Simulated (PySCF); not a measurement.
H7NO2Si2, SMILES O[Si@H](O[SiH3])N.

Geometry optimised at PBE-D3(BJ)/def2-SVP. The structure was generated by enumeration; whether it is a known compound was not checked. The values are those of a single conformer.

These are PySCF with PBE-D3(BJ)/def2-SVP values and carry that method's errors.

Frequencies are harmonic and unscaled.

Computed normal modes with their intensities:
```csv
mode,ν (cm⁻¹),IR (km/mol),moving atoms (share of kinetic energy)
1,35,4.5,"O 41 %, H 22 %, N 21 %, Si 16 %"
2,83,4.2,"O 50 %, Si 31 %, H 17 %"
3,96,0.4,H 92 %
4,194,2.4,"H 52 %, O 25 %, N 18 %"
5,219,60.1,"H 78 %, O 9 %, N 9 %"
6,273,21.6,"H 39 %, O 30 %, Si 21 %, N 11 %"
7,359,57.4,"H 35 %, Si 28 %, O 27 %, N 10 %"
8,369,16.5,"H 49 %, O 34 %, Si 14 %"
9,427,205.0,"H 67 %, N 29 %"
10,600,7.5,"Si 45 %, H 26 %, O 24 %"
11,694,25.7,"H 85 %, Si 9 %"
12,716,28.5,"H 79 %, O 11 %, Si 9 %"
13,729,42.2,"H 75 %, N 10 %, Si 8 %"
14,781,179.2,"H 78 %, O 15 %"
15,787,26.4,"H 49 %, O 36 %"
16,859,54.9,"H 38 %, N 34 %, Si 24 %"
17,885,233.4,"H 66 %, Si 20 %, O 13 %"
18,916,73.1,H 94 %
19,918,66.8,H 96 %
20,934,249.2,"H 49 %, Si 31 %, O 11 %, N 9 %"
21,964,326.3,"H 72 %, Si 18 %, O 9 %"
22,1033,341.0,"O 67 %, Si 18 %, H 14 %"
23,1490,52.2,"H 89 %, N 11 %"
24,2157,111.7,H 97 %
25,2168,114.1,H 97 %
26,2178,137.5,H 96 %
27,2207,145.8,H 97 %
28,3486,22.2,H 96 %
29,3582,24.7,"H 91 %, N 9 %"
30,3769,67.9,H 94 %
```
